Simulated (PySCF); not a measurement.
Compound: C5H10B2Si.
SMILES: `[SiH3]CB1C=CBC=C1`

Level: CAM-B3LYP/def2-SVPD in PySCF, non-relativistic, on one gas-phase PBE0-D3(BJ)/def2-SVP geometry that isn't relaxed in the solvent. The solvent is an IEF-PCM continuum (van der Waals radii × 1.2), and excitations are vertical TDDFT with non-equilibrium linear response and a frozen core. Only the electrostatic response of the medium enters.

Gas-phase singlets (H = HOMO, L = LUMO):

| state | E (eV) | λ (nm) | f | leading configurations |
| --- | --- | --- | --- | --- |
| S1 | 3.329 | 372 | 0.000 | H→L 94% |
| S2 | 3.534 | 351 | 0.000 | H-1→L 92% |
| S3 | 4.410 | 281 | 0.024 | H-3→L 62%, H-2→L 32% |
| S4 | 4.676 | 265 | 0.062 | H-4→L 43%, H-2→L 33% |
| S5 | 5.310 | 234 | 0.285 | H-4→L 42%, H-2→L 30% |

What are the lowest 5 singlets in dimethylsulfoxide (ε = 46.83)?

```tsv
state	E (eV)	λ (nm)	f	leading configurations	change by rank (eV)
S1	3.323	373	0.000	H→L 90%, H-1→L 10%	-0.006
S2	3.493	355	0.000	H-1→L 88%, H→L 10%	-0.041
S3	4.387	283	0.070	H-2→L 52%, H-3→L 31%	-0.023
S4	4.630	268	0.055	H-4→L 69%, H-2→L 18%	-0.046
S5	5.210	238	0.383	H-3→L 57%, H-2→L 24%	-0.100
```

What are the lowest 5 singlets in water (ε = 78.36)?

```tsv
state	E (eV)	λ (nm)	f	leading configurations	change by rank (eV)
S1	3.328	373	0.000	H→L 89%, H-1→L 10%	-0.001
S2	3.494	355	0.000	H-1→L 87%, H→L 11%	-0.040
S3	4.390	282	0.063	H-2→L 52%, H-3→L 32%	-0.020
S4	4.634	268	0.050	H-4→L 69%, H-2→L 18%	-0.042
S5	5.230	237	0.363	H-3→L 56%, H-2→L 24%	-0.080
```

How do the frontier levels move from gas to water?

| orbital | gas (eV) | solvent (eV) | change (eV) |
| --- | --- | --- | --- |
| LUMO+2 | 1.17 | 1.24 | +0.07 |
| LUMO+1 | 0.98 | 1.12 | +0.14 |
| LUMO | -2.15 | -2.09 | +0.06 |
| HOMO | -8.84 | -8.80 | +0.04 |
| HOMO-1 | -9.47 | -9.36 | +0.11 |
| HOMO-2 | -9.85 | -9.72 | +0.13 |
| HOMO-3 | -10.48 | -10.43 | +0.05 |

The HOMO–LUMO gap goes from 6.70 to 6.72 eV. Rows go by rank; for HOMO-3 the atom shares or the degeneracy differ between the runs, so the row needn't follow one orbital.

Shape of the structure used: `[SiH3:1][CH2:2][B:3]1[CH:4]=[CH:5][BH:6][CH:7]=[CH:8]1`: Si1–C2–B3–C4 90°.
